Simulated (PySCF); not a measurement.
SMILES [Br][Ge]([F])([Br])[CH3], PBE0/def2-SVP optimised geometry.

```
8

C     -0.97     0.62     0.00
Ge    -0.23    -1.16     0.00
F     -0.71    -1.98     1.45
Br     2.06    -1.16     0.00
Br    -0.99    -2.44    -1.74
H     -2.06     0.55     0.02
H     -0.65     1.14    -0.91
H     -0.60     1.16     0.89
```

Density from PBE0/def2-TZVP (PySCF 2.14.0) at that geometry.

Minimum of the electron density along straight lines between bonded atoms, close to the bond critical point (lines longer than 1.1 times the sum of covalent radii, or with two minima, are not listed):

```tsv
bond	length / Å	ρ at the minimum / e bohr⁻³	∇²ρ there / e bohr⁻⁵	position (fraction from the first atom)
C1–Ge2	1.925	0.137	0.06	0.52
Ge2–F3	1.733	0.144	0.82	0.48
Ge2–Br4	2.288	0.098	0.06	0.43
Ge2–Br5	2.288	0.098	0.06	0.43
C1–H6	1.099	0.270	-0.90	0.65
C1–H7	1.098	0.271	-0.91	0.65
C1–H8	1.099	0.270	-0.90	0.65
```
